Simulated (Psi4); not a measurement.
C₄H₁₂GeMg (SMILES C[C](C)(C)[Mg][GeH3]), singlet, at a GFN2-xTB geometry (such geometries of metal compounds can be far from the true shape); B3LYP/def2-TZVPP (Psi4).

Psi4 was given this input:
```
memory 2 GB

molecule mol {
0 1
Mg    0.031834   -0.053962   -0.054614
C     0.816292   -1.616029   -1.198203
C     0.592371   -2.960295   -0.501695
C     0.144587   -1.671412   -2.572275
C     2.320895   -1.430629   -1.407876
H     1.002804   -3.785043   -1.098168
H    -0.475620   -3.151233   -0.356030
H     1.081737   -2.978935    0.477304
H    -0.933273   -1.834467   -2.473360
H     0.302093   -0.737981   -3.121836
H     0.554204   -2.490545   -3.177021
H     2.529497   -0.492073   -1.931051
H     2.849441   -1.414787   -0.449489
H     2.737901   -2.249506   -2.007983
Ge   -0.925207    1.831325    1.358575
H    -1.194722    1.638473    2.851226
H    -0.187780    3.162163    1.509346
H    -2.286545    2.449249    1.038326
}

set {
  basis def2-tzvpp
  reference rks
}

energy('b3lyp')
print_variables()
```

Question: Write the output that Psi4 gives for this input, abridged.

Answer: 
```
   => Loading Basis Set <=

    Name: DEF2-TZVPP
    Role: ORBITAL
    Keyword: BASIS

         ---------------------------------------------------------
                                   SCF
               by Justin Turney, Rob Parrish, Andy Simmonett
                          and Daniel G. A. Smith
                              RKS Reference
         ---------------------------------------------------------

  ==> Geometry <==

    Molecular point group: c1
    Full point group: C1

    Geometry (in Angstrom), charge = 0, multiplicity = 1:

       Center              X                  Y                   Z               Mass
    ------------   -----------------  -----------------  -----------------  -----------------
         MG           0.127483184795    -0.243590697936    -0.194802755175    23.985041697000
         C            0.911941184795    -1.805657697936    -1.338391755175    12.000000000000
         C            0.688020184795    -3.149923697936    -0.641883755175    12.000000000000
         C            0.240236184795    -1.861040697936    -2.712463755175    12.000000000000
         C            2.416544184795    -1.620257697936    -1.548064755175    12.000000000000
         H            1.098453184795    -3.974671697936    -1.238356755175     1.007825032230
         H           -0.379970815205    -3.340861697936    -0.496218755175     1.007825032230
         H            1.177386184795    -3.168563697936     0.337115244825     1.007825032230
         H           -0.837623815205    -2.024095697936    -2.613548755175     1.007825032230
         H            0.397742184795    -0.927609697936    -3.262024755175     1.007825032230
         H            0.649853184795    -2.680173697936    -3.317209755175     1.007825032230
         H            2.625146184795    -0.681701697936    -2.071239755175     1.007825032230
         H            2.945090184795    -1.604415697936    -0.589677755175     1.007825032230
         H            2.833550184795    -2.439134697936    -2.148171755175     1.007825032230
         GE          -0.829557815205     1.641696302064     1.218386244825    73.921177761000
         H           -1.099072815205     1.448844302064     2.711037244825     1.007825032230
         H           -0.092130815205     2.972534302064     1.369157244825     1.007825032230
         H           -2.190895815205     2.259620302064     0.898137244825     1.007825032230

  Running in c1 symmetry.

  Rotational constants: A =      0.14840  B =      0.01821  C =      0.01821 [cm^-1]
  Rotational constants: A =   4448.82547  B =    545.99890  C =    545.99219 [MHz]
  Nuclear repulsion =  432.838221073533646

  Charge       = 0
  Multiplicity = 1
  Electrons    = 80
  Nalpha       = 40
  Nbeta        = 40

  ==> Algorithm <==

  SCF Algorithm Type is DF.
  DIIS enabled.
  MOM disabled.
  Fractional occupation disabled.
  Guess Type is SAD.
  Energy threshold   = 1.00e-06
  Density threshold  = 1.00e-06
  Integral threshold = 1.00e-12

  ==> Primary Basis <==

  Basis Set: DEF2-TZVPP
    Blend: DEF2-TZVPP
    Number of shells: 144
    Number of basis functions: 372
    Number of Cartesian functions: 414
    Spherical Harmonics?: true
    Max angular momentum: 3

  ==> DFT Potential <==

   => LibXC <=

    Version 7.1.2
    S. Lehtola, C. Steigemann, M. J. T. Oliveira, and M. A. L. Marques,  SoftwareX 7, 1–5 (2018) (10.1016/j.softx.2017.11.002)

   => Composite Functional: B3LYP <=

    B3LYP Hyb-GGA Exchange-Correlation Functional

    P. J. Stephens, F. J. Devlin, C. F. Chabalowski, and M. J. Frisch,  J. Phys. Chem. 98, 11623 (1994) (10.1021/j100096a001)

    Deriv               =              1
    GGA                 =           TRUE
    Meta                =          FALSE

    Exchange Hybrid     =           TRUE
    MP2 Hybrid          =          FALSE

   => Exchange Functionals <=

    0.0800   Slater exchange
    0.7200         Becke 88

   => Exact (HF) Exchange <=

    0.2000               HF

   => Correlation Functionals <=

    0.1900   Vosko, Wilk & Nusair (VWN5_RPA)
    0.8100   Lee, Yang & Parr

   => LibXC Density Thresholds  <==

    XC_HYB_GGA_XC_B3LYP:  1.00E-15

   => Molecular Quadrature <=

    Radial Scheme          =       TREUTLER
    Pruning Scheme         =           NONE
    Nuclear Scheme         =       TREUTLER

    Blocking Scheme        =         OCTREE
    BS radius alpha        =              1
    Pruning alpha          =              1
    Radial Points          =             75
    Spherical Points       =            302
    Total Points           =         382692
    Total Blocks           =           2849
    Max Points             =            256
    Max Functions          =            318
    Weights Tolerance      =       1.00E-15

   => Loading Basis Set <=

    Name: (DEF2-TZVPP AUX)
    Role: JKFIT
    Keyword: DF_BASIS_SCF

  ==> Integral Setup <==

  SCF_SUBTYPE=INCORE selected. In-core MEM_DF algorithm will be used.
  Using in-core AOs.

  ==> MemDFJK: Density-Fitted J/K Matrices <==

    J tasked:                   Yes
    K tasked:                   Yes
    wK tasked:                   No
    Algorithm:                 Core
    Schwarz Cutoff:           1E-12
    Mask sparsity (%):      19.0643
    Fitting Condition:        1E-10

   => Auxiliary Basis Set <=

  Basis Set: (DEF2-TZVPP AUX)
    Blend: DEF2-UNIVERSAL-JKFIT
    Number of shells: 266
    Number of basis functions: 894
    Number of Cartesian functions: 1104
    Spherical Harmonics?: true
    Max angular momentum: 5

  Minimum eigenvalue in the overlap matrix is 1.7637905247E-04.
  Reciprocal condition number of the overlap matrix is 1.6618773980E-05.
    Using symmetric orthogonalization.

  ==> Pre-Iterations <==

  SCF Guess: Superposition of Atomic Densities via on-the-fly atomic UHF (no occupation information).

   -------------------------
    Irrep   Nso     Nmo
   -------------------------
     A        372     372
   -------------------------
    Total     372     372
   -------------------------

  ==> Iterations <==

                           Total Energy        Delta E     RMS |[F,P]|

   @DF-RKS iter SAD: -2433.07968535785767   -2.43308e+03   0.00000e+00
   @DF-RKS iter   1: -2434.06708525862177   -9.87400e-01   9.43429e-03 DIIS/ADIIS
   @DF-RKS iter   2: -2369.49606020300735    6.45710e+01   3.28749e-02 DIIS/ADIIS
   @DF-RKS iter   3: -2428.48221609811117   -5.89862e+01   7.28971e-03 DIIS/ADIIS
   @DF-RKS iter   4: -2421.03591169389438    7.44630e+00   1.09686e-02 DIIS/ADIIS
   @DF-RKS iter   5: -2436.65190551163187   -1.56160e+01   1.48324e-03 DIIS/ADIIS
   @DF-RKS iter   6: -2436.78002111455407   -1.28116e-01   6.33001e-04 DIIS/ADIIS
   @DF-RKS iter   7: -2436.83828499566016   -5.82639e-02   2.57013e-04 DIIS/ADIIS
   @DF-RKS iter   8: -2436.84504024079115   -6.75525e-03   6.89781e-05 DIIS
   @DF-RKS iter   9: -2436.84544694183705   -4.06701e-04   1.72938e-05 DIIS
   @DF-RKS iter  10: -2436.84547019301317   -2.32512e-05   4.74581e-06 DIIS
   @DF-RKS iter  11: -2436.84547126814459   -1.07513e-06   2.69177e-06 DIIS
   @DF-RKS iter  12: -2436.84547177703962   -5.08895e-07   5.56251e-07 DIIS
  Energy and wave function converged.

  ==> Post-Iterations <==

   Electrons on quadrature grid:
      Ntotal   =   79.9999813101 ; deviation = -1.869e-05

    Orbital Energies [Eh]
    ---------------------

    Doubly Occupied:

[...]
      40A     -0.221049

    Virtual:

[...]
    Final Occupation by Irrep:
              A
    DOCC [    40 ]
    NA   [    40 ]
    NB   [    40 ]

  @DF-RKS Final Energy: -2436.84547177703962

   => Energetics <=

    Nuclear Repulsion Energy =            432.8382210735336457
    One-Electron Energy =               -4250.0138956216187580
    Two-Electron Energy =                1478.5382984764182766
    DFT Exchange-Correlation Energy =     -98.2080957053728838
    Empirical Dispersion Energy =           0.0000000000000000
    VV10 Nonlocal Energy =                  0.0000000000000000
    Total Energy =                      -2436.8454717770396201

Computation Completed

Properties will be evaluated at   0.000000,   0.000000,   0.000000 [a0]

Properties computed using the SCF density matrix

 Multipole Moments:

 ------------------------------------------------------------------------------------
     Multipole            Electronic (a.u.)      Nuclear  (a.u.)        Total (a.u.)
 ------------------------------------------------------------------------------------

 L = 1.  Multiply by 2.5417464519 to convert [e a0] to [Debye]
 Dipole X            :        -14.1670353           14.4600441            0.2930087
 Dipole Y            :         28.1001123          -28.6677403           -0.5676280
 Dipole Z            :         20.7523516          -21.1934645           -0.4411129
 Magnitude           :                                                    0.7762965

 ------------------------------------------------------------------------------------

  Variable Map:
  ----------------------------------------------------------------------------
[...]
  Array Variable Map:
  ----------------------------------------------------------------------------
[...]
[...]
```
